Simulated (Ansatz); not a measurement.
The same ligand exchange along the group Li, Na, K.

Gas-phase electronic energies from Ansatz, PBE0-D4/def2-TZVP geometries. CCSD(T)/CBS adds triple-zeta CCSD(T) − MP2 to the extrapolated MP2 energy (def2 sets, frozen cores). This one scheme is used for every species. Functionals use def2-TZVPP. For K, Li, Na outer-core shells are correlated without core-valence functions, which leaves a few kJ/mol of doubt a bond. Scalar relativity is left out up to krypton.

| reaction | ωB97M-V (eV) |
| --- | --- |
| `[Li][OH]` + H–F → `[Li][F]` + H₂O | -0.74 |
| `[OH][Na]` + H–F → `[F][Na]` + H₂O | -0.82 |
| `[OH][K]` + H–F → `[F][K]` + H₂O | -0.79 |

**Question.** Give the CCSD(T)/CBS values in the same order. (Best estimate.)

**Answer.** The calculation gave: -0.72, -0.76, -0.74 eV.

Largest T1 diagnostic: 0.013, for `[Li][F]`.
